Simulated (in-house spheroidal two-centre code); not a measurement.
Computed with a spheroidal two-centre code. Model: one electron and two fixed point charges, non-relativistic, separated in prolate spheroidal coordinates (energies exact to about nine digits).

With r1 and r2 the distances to the charges and R their separation, ξ = (r1 + r2)/R and η = (r1 − r2)/R; m is the angular momentum about the axis. The force apart is −d(total energy)/dR, and minima and barriers are those of the total energy. The separation constant A is the eigenvalue of −d/dη(1−η²)d/dη + m²/(1−η²) − p²η² − R(Z2−Z1)η, with p² = −E R²/2 and E the electronic energy.

Command:
```bash
python run_two.py task.json out
```
Settings:
```
Z1                     0.5
Z2                     1.7
xi_nodes               1
eta_nodes              2
m                      0
```

Cost of the run: 1.1 s on 1 thread of Intel(R) Xeon(R) Processor @ 2.30GHz, with other jobs on the host.

**Energy curve, total energy includes the repulsion of the charges.**

Given: first charge 0.5; second charge 1.7; united atom label 4d sigma; nodes in ξ 1; nodes in η 2.

Computed: united atom energy -0.15125 hartree.

```json
{"distance (bohr)": "1.17", "electronic energy (hartree)": "-0.153098255", "total energy (hartree)": "0.573397472", "kinetic energy (hartree)": "0.15712", "force apart (hartree/bohr)": "0.62438"}
{"distance (bohr)": "2.1", "electronic energy (hartree)": "-0.158153742", "total energy (hartree)": "0.246608163", "kinetic energy (hartree)": "0.1739", "force apart (hartree/bohr)": "0.20024"}
{"distance (bohr)": "3.78", "electronic energy (hartree)": "-0.171521366", "total energy (hartree)": "0.0533463592", "kinetic energy (hartree)": "0.19131", "force apart (hartree/bohr)": "0.064725"}
{"distance (bohr)": "6.78", "electronic energy (hartree)": "-0.167959122", "total energy (hartree)": "-0.0425903902", "kinetic energy (hartree)": "0.1352", "force apart (hartree/bohr)": "0.013659"}
{"distance (bohr)": "11.4", "electronic energy (hartree)": "-0.143752947", "total energy (hartree)": "-0.0691915432", "kinetic energy (hartree)": "0.090292", "force apart (hartree/bohr)": "0.0018509"}
{"distance (bohr)": "15.9", "electronic energy (hartree)": "-0.127151699", "total energy (hartree)": "-0.0736925799", "kinetic energy (hartree)": "0.083768", "force apart (hartree/bohr)": "0.0006337"}
{"distance (bohr)": "20.5", "electronic energy (hartree)": "-0.117810815", "total energy (hartree)": "-0.0763474001", "kinetic energy (hartree)": "0.08713", "force apart (hartree/bohr)": "0.00052599"}
{"distance (bohr)": "25", "electronic energy (hartree)": "-0.112437466", "total energy (hartree)": "-0.0784374656", "kinetic energy (hartree)": "0.088531", "force apart (hartree/bohr)": "0.00040375"}
{"distance (bohr)": "29.5", "electronic energy (hartree)": "-0.108836132", "total energy (hartree)": "-0.0800225722", "kinetic energy (hartree)": "0.089059", "force apart (hartree/bohr)": "0.00030632"}
{"distance (bohr)": "34.1", "electronic energy (hartree)": "-0.106189146", "total energy (hartree)": "-0.0812624599", "kinetic energy (hartree)": "0.089345", "force apart (hartree/bohr)": "0.00023702"}
{"distance (bohr)": "38.6", "electronic energy (hartree)": "?", "total energy (hartree)": "?", "kinetic energy (hartree)": "?", "force apart (hartree/bohr)": "?"}
{"distance (bohr)": "43.2", "electronic energy (hartree)": "-0.102677898", "total energy (hartree)": "-0.0830019721", "kinetic energy (hartree)": "0.089661", "force apart (hartree/bohr)": "0.00015414"}
{"distance (bohr)": "47.7", "electronic energy (hartree)": "-0.10145476", "total energy (hartree)": "-0.0836350539", "kinetic energy (hartree)": "0.08976", "force apart (hartree/bohr)": "0.00012841"}
{"distance (bohr)": "52.3", "electronic energy (hartree)": "-0.100429777", "total energy (hartree)": "-0.0841773873", "kinetic energy (hartree)": "0.089839", "force apart (hartree/bohr)": "0.00010826"}
{"distance (bohr)": "64.2", "electronic energy (hartree)": "-0.0984808403", "total energy (hartree)": "-0.0852409649", "kinetic energy (hartree)": "0.089979", "force apart (hartree/bohr)": "7.3805e-05"}
{"distance (bohr)": "88.8", "electronic energy (hartree)": "-0.0961487403", "total energy (hartree)": "-0.0865766682", "kinetic energy (hartree)": "0.090125", "force apart (hartree/bohr)": "3.996e-05"}
{"distance (bohr)": "123", "electronic energy (hartree)": "?", "total energy (hartree)": "?", "kinetic energy (hartree)": "?", "force apart (hartree/bohr)": "?"}
{"distance (bohr)": "170", "electronic energy (hartree)": "-0.0933121607", "total energy (hartree)": "-0.0883121607", "kinetic energy (hartree)": "0.090257", "force apart (hartree/bohr)": "1.1438e-05"}
```

(1) What belongs in the row 38.6?

(2) What belongs in the row 123?

**Where the electron sits, z along the axis from the midpoint, the separation constant A tends to l(l+1) at zero distance; at short distance the term in R(Z2−Z1)η can raise or lower it, and at long distance it falls (p² = -ER²/2).**

| distance (bohr) | mean z squared (bohr²) | mean squared distance from axis (bohr²) | separation constant | mean z towards second charge (bohr) |
| --- | --- | --- | --- | --- |
| 0.653 | 54.303 | 48.947 | 5.9977 | -0.3565 |
| 1.17 | 53.648 | 47.499 | 5.9921 | -0.63875 |
| 2.1 | 50.796 | 42.806 | 5.9691 | -1.1303 |
| 3.78 | 44.423 | 34.059 | 5.8469 | -1.9311 |
| 6.78 | ? | ? | ? | ? |
| 11.4 | 47.769 | 64.261 | 4.9596 | -2.9821 |
| 15.9 | 44.333 | 93.276 | 3.3655 | 0.75527 |
| 20.5 | 60.274 | 108.64 | -0.41832 | 4.9066 |
| 25 | 94.454 | 114.64 | -6.2818 | 7.8987 |
| 29.5 | 140.46 | 117.79 | -14.111 | 10.493 |
| 34.1 | 198.25 | 119.76 | -24.073 | 12.994 |
| 38.6 | 265.02 | 121.05 | -35.708 | 15.369 |
| 43.2 | 343.67 | 121.98 | -49.516 | 17.756 |
| 47.7 | ? | ? | ? | ? |
| 52.3 | 530.15 | 123.2 | -82.509 | 22.412 |
| 64.2 | 836.04 | 124.14 | -136.99 | 28.436 |
| 88.8 | 1691.9 | 125.14 | -290.24 | 40.802 |
| 123 | 3383.4 | 125.8 | -594.18 | 57.936 |
| 170 | 6661.2 | 126.24 | -1184.3 | 81.453 |

(3) What belongs in the row 6.78?

(4) What belongs in the row 47.7?

## Answers

(1) electronic energy (hartree): -0.104236706; total energy (hartree): -0.082215981; kinetic energy (hartree): 0.089527; force apart (hartree/bohr): 0.00018941.

(2) electronic energy (hartree): -0.0944873548; total energy (hartree): -0.0875767857; kinetic energy (hartree): 0.09021; force apart (hartree/bohr): 2.1405e-05.

(3) mean z squared (bohr²): 46.643; mean squared distance from axis (bohr²): 37.531; separation constant: 5.5207; mean z towards second charge (bohr): -3.3079.

(4) mean z squared (bohr²): 430.75; mean squared distance from axis (bohr²): 122.66; separation constant: -64.891; mean z towards second charge (bohr): 20.066.
